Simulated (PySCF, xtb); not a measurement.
# Two structures of C2H5Sn+

Structure X: `[CH2]=[Sn+][CH3]`, a singlet. Structure Y: a singlet given by its coordinates. Both are isolated ions in the gas phase, relaxed with PBE0-D3(BJ)/def2-SVP.

X (Å):

```xyz
8

C    -0.4706   -0.3823   -1.5631
C    -1.3889    0.8192    1.9161
Sn   -1.7039   -0.0046   -0.0265
H    -0.5862    0.2419   -2.4645
H    -0.2760   -1.4413   -1.8005
H    -0.6561    0.1676    2.4175
H    -0.9652    1.8244    1.7643
H    -2.3401    0.8566    2.4607
```

Y (Å):

```
atom    x (Å)    y (Å)    z (Å)
   C  -1.2192   0.3591  -0.4492
   C  -0.1165   0.1599   0.3320
  Sn  -1.7724   0.1927   2.2297
   H  -1.7689  -0.4780  -0.8942
   H   0.3041  -0.8437   0.4766
   H   0.5235   0.9983   0.6362
   H  -1.5492   1.3645  -0.7343
   H  -3.1692   0.4513   1.1670
```

Close contacts (Å): C1–C2 1.37, C1–Sn3 2.74, C2–Sn3 2.52, C1–H4 1.10, C1–H7 1.10, C2–H5 1.10, C2–H6 1.10, Sn3–H8 1.77.

Question: Estimate which is lower in electronic energy at CCSD(T)/def2-SVP + ΔMP2/def2-TZVPP, and by roughly how much.

Answer: The CCSD(T)/def2-SVP + ΔMP2/def2-TZVPP calculation puts structure Y lower, by 1.336 eV.

How the difference moves with the method:

```
                             level              geometry  E(Y) − E(X) (eV)  departure from the last row (eV)  job, with rough time for the two
              PBE0-D3(BJ)/def2-SVP  PBE0-D3(BJ)/def2-SVP              −1.655                            −0.320               optimisation, 2 min
                       HF/def2-SVP  PBE0-D3(BJ)/def2-SVP              −1.983                            −0.648           part of the CCSD(T) run
                      MP2/def2-SVP  PBE0-D3(BJ)/def2-SVP              −1.580                            −0.244           part of the CCSD(T) run
                  CCSD(T)/def2-SVP  PBE0-D3(BJ)/def2-SVP              −1.461                            −0.125                      single point
CCSD(T)/def2-SVP + ΔMP2/def2-TZVPP  PBE0-D3(BJ)/def2-SVP              −1.336                                                  single point, 35 s
```

None of the levels shown reverses the order. The largest departure from CCSD(T)/def2-SVP + ΔMP2/def2-TZVPP is that of HF/def2-SVP, 0.648 eV. No reliable frequencies are at hand for X, so it isn't confirmed as a minimum. Levels run at GFN2-xTB geometries aren't shown. The last row adds to CCSD(T) the change of the MP2 difference between the two basis sets, here +0.125 eV.

The T1 diagnostic of structure X is large, so the coupled-cluster value is less sure. The correlated steps freeze 6 core orbitals; the filled d shell of Sn is correlated, in a basis made for valence electrons. Atoms past krypton carry core potentials in the def2 sets and no spin–orbit term is included. Run with PySCF 2.14.0, xtb 6.7.1; the last row on 2 threads of Intel(R) Xeon(R) CPU @ 2.60GHz (Ice Lake) on a shared host.
